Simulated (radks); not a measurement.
The numbers below are computed, except where a source is named.
The nuclear charge of neutral argon is varied continuously with 18 electrons held in [Ar]. Level of theory: non-relativistic Kohn-Sham, PBEsol, spin-polarised, spherical densities, point nucleus (a radial shooting solver on a logarithmic mesh with Libxc functionals). By the Hellmann-Feynman theorem dE/dZ = E(electron-nucleus)/Z, the electronic potential at the nucleus.

Z = 17.75: E (hartree) -509.34327; E(electron-nucleus)/Z (hartree) -68.4326; HOMO 3p; e(HOMO) (eV) -7.201; <r> HOMO (bohr) 1.742
Z = 18: E (hartree) -526.60663; E(electron-nucleus)/Z (hartree) -69.6739; HOMO 3p; e(HOMO) (eV) -10.249; <r> HOMO (bohr) 1.664
Z = 18.25: E (hartree) -544.18002; E(electron-nucleus)/Z (hartree) -70.9130; HOMO 3p; e(HOMO) (eV) -13.547; <r> HOMO (bohr) 1.596
Z = 18.5: E (hartree) -562.06297; E(electron-nucleus)/Z (hartree) -72.1503; HOMO 3p; e(HOMO) (eV) -17.083; <r> HOMO (bohr) 1.534
Z = 18.75: E (hartree) -580.25506; E(electron-nucleus)/Z (hartree) -73.3862; HOMO 3p; e(HOMO) (eV) -20.850; <r> HOMO (bohr) 1.478
Z = 19: E (hartree) -598.75598; E(electron-nucleus)/Z (hartree) -74.6209; HOMO 3p; e(HOMO) (eV) -24.842; <r> HOMO (bohr) 1.427

The central difference of E at Z = 18 is -69.674 hartree, to compare with the third column; the second derivative is -4.96 hartree.
